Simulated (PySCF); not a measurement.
TeClBr, SMILES Cl[Te]Br. Atoms are numbered in the order given.

```xyz
3

Te     0.6552    -0.5488     0.0000
Cl    -1.2747    -1.8416     0.0000
Br    -0.3544     1.7098     0.0000
```

Coordinates come from a PBE0-D3(BJ)/def2-TZVP optimisation. The def2 effective core potentials stand for the cores of Te; spin–orbit coupling is left out.

Computed with TDDFT-ωB97X/def2-SVPD run with PySCF 2.14.0.

Vertical excitations. Gas-phase values at a fixed geometry. State labels are in the subgroup Cs.

```json
[
 {"state": "S1", "symmetry": "A\"", "energy (eV)": "2.36", "λ (nm)": "525", "f": "0.000", "main pairs": "HOMO→LUMO 80 %, HOMO→LUMO+1 18 %"},
 {"state": "S2", "symmetry": "A\"", "energy (eV)": "2.49", "λ (nm)": "499", "f": "0.000", "main pairs": "HOMO→LUMO+1 80 %, HOMO→LUMO 18 %"},
 {"state": "S3", "symmetry": "A'", "energy (eV)": "4.87", "λ (nm)": "255", "f": "0.005", "main pairs": "HOMO−1→LUMO 92 %"},
 {"state": "S4", "symmetry": "A\"", "energy (eV)": "5.19", "λ (nm)": "239", "f": "0.001", "main pairs": "HOMO−2→LUMO 93 %"},
 {"state": "S5", "symmetry": "A'", "energy (eV)": "5.50", "λ (nm)": "225", "f": "0.013", "main pairs": "HOMO−3→LUMO+1 71 %, HOMO−3→LUMO 11 %"},
 {"state": "S6", "symmetry": "A'", "energy (eV)": "5.74", "λ (nm)": "216", "f": "0.014", "main pairs": "HOMO−1→LUMO+1 59 %, HOMO−3→LUMO 38 %"},
 {"state": "S7", "symmetry": "A\"", "energy (eV)": "5.81", "λ (nm)": "213", "f": "0.001", "main pairs": "HOMO−2→LUMO+1 78 %"},
 {"state": "S8", "symmetry": "A\"", "energy (eV)": "6.23", "λ (nm)": "199", "f": "0.074", "main pairs": "HOMO→LUMO+2 72 %, HOMO→LUMO+3 11 %"},
 {"state": "S9", "symmetry": "A'", "energy (eV)": "6.50", "λ (nm)": "191", "f": "0.224", "main pairs": "HOMO−3→LUMO 42 %, HOMO−1→LUMO+1 22 %, HOMO−3→LUMO+1 21 %"},
 {"state": "S10", "symmetry": "A\"", "energy (eV)": "6.51", "λ (nm)": "190", "f": "0.003", "main pairs": "HOMO−4→LUMO+1 50 %, HOMO−4→LUMO 29 %, HOMO−2→LUMO+1 14 %"},
 {"state": "T1", "symmetry": "A\"", "energy (eV)": "1.76", "λ (nm)": "705", "f": "0", "main pairs": "HOMO→LUMO 96 %"},
 {"state": "T2", "symmetry": "A\"", "energy (eV)": "1.86", "λ (nm)": "665", "f": "0", "main pairs": "HOMO→LUMO+1 95 %"},
 {"state": "T3", "symmetry": "A'", "energy (eV)": "4.32", "λ (nm)": "287", "f": "0", "main pairs": "HOMO−1→LUMO 92 %"},
 {"state": "T4", "symmetry": "A\"", "energy (eV)": "4.68", "λ (nm)": "265", "f": "0", "main pairs": "HOMO−2→LUMO 88 %"}
]
```
Triplets are in the Tamm–Dancoff approximation, which puts them higher than full response would, so one can lie above its singlet here.
